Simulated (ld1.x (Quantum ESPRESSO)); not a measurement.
## technetium: variants of one TM potential

Base potential:

* Element: technetium
* Generator: ld1.x (Quantum ESPRESSO) 7.5
* Type: norm-conserving Troullier–Martins (Kleinman–Bylander form)
* Functional: LDA (PZ)
* Relativity: scalar-relativistic
* Frozen core: [Ar] 3d10 4s2
* Valence charge: 13
* Reference configuration: 4p6 4d5 5s2 5p0
* Partial waves: 5s (bound): rc 2.85 bohr; 4p (bound): rc 1.60 bohr; 4d (bound): rc 1.30 bohr; 4f channel at 0.5 Ry: rc 2.95 bohr
* Local potential: all-electron potential smoothed inside 2.40 bohr (lloc = -1)
* Core correction: Bessel-smoothed model core inside 1.05 bohr

All-electron outer shells of the reference configuration (LDA (PZ), scalar-relativistic, ld1.x):

```
shell  level (eV)  outermost node (bohr)  outermost maximum (bohr)
   3d     -250.19                      –                      0.31
   4s      -73.39                   0.50                      0.95
   4p      -45.40                   0.51                      1.03
   4d       -6.81                   0.50                      1.27
   5s       -5.27                   1.28                      2.72
   5p       -1.53                   1.45                      3.63
```

Cutoffs, loose and tight: the cutoffs (Ry, on a coarse ladder) from which the occupation-weighted sum of valence levels, in a spherical-Bessel basis at the reference potential, stays within 10 and 1 mRy of its value at 400 Ry. They do not see the model core or the augmentation charge, which bear on the density cutoff. Test errors are all-electron minus pseudo excitation energies from the reference, over the configurations 4p6 4d5 5s1 5p0; 4p6 4d5 5s0 5p0; 4p6 4d4 5s0 5p0; 4p6 4d5 5s1 5p1; 4p6 4d4 5s2 5p1; 4p6 4d6 5s0 5p0; 4p6 4d6 5s1 5p0 (two spin-polarised tests are not counted in the largest error). A dash means not determined; rows that change the core or the reference have their own tests. The largest error is taken over the tests solved by every variant that gives reliable tests at all: 4p6 4d4 5s0 5p0; 4p6 4d5 5s0 5p0; 4p6 4d5 5s1 5p0; 4p6 4d5 5s1 5p1; 4p6 4d6 5s0 5p0.

A true bound ghost makes a file unfit for plane-wave use even where its test errors are small: the radial tests pick states by their node count and pass the ghost by. Where a test does run into it, the solver fails or the error is huge.

| change | outcome | cutoff, loose | cutoff, tight | bound ghosts | largest test error (meV) |
| --- | --- | --- | --- | --- | --- |
| base | generated | 55 Ry | 80 Ry | s | -115 |
| wave 4p (bound): rc 1.60 bohr becomes 4p (bound): rc 1.66 bohr | generated | 55 Ry | 70 Ry | s | -113 |
| wave 4p (bound): rc 1.60 bohr becomes 4p (bound): rc 1.84 bohr | generated | 55 Ry | 70 Ry | s | -108 |
| wave 4p (bound): rc 1.60 bohr becomes 4p (bound): rc 2.08 bohr | generated | 55 Ry | 70 Ry | s | -104 |
| wave 4p (bound): rc 1.60 bohr becomes 4p (bound): rc 2.38 bohr | generated | 55 Ry | 70 Ry | s | -112 |

(1) What comes out with this change to the base: wave 4p (bound): rc 1.60 bohr becomes 4p (bound): rc 1.16 bohr?

(2) What comes out with this change to the base: wave 4p (bound): rc 1.60 bohr becomes 4p (bound): rc 1.34 bohr?

Results:

(1) outcome: generated; cutoff, loose: 100 Ry; cutoff, tight: 140 Ry; bound ghosts: s; largest test error (meV): -123.

(2) outcome: generated; cutoff, loose: 70 Ry; cutoff, tight: 120 Ry; bound ghosts: s; largest test error (meV): -121.

Reading the sweep of the p radius (base included, trends over the rows without a ghost): Bound ghosts are found at 1.16, 1.34, 1.6, 1.66, 1.84, 2.08, 2.38 bohr. Every judged row has one, so this setting neither creates nor removes them.
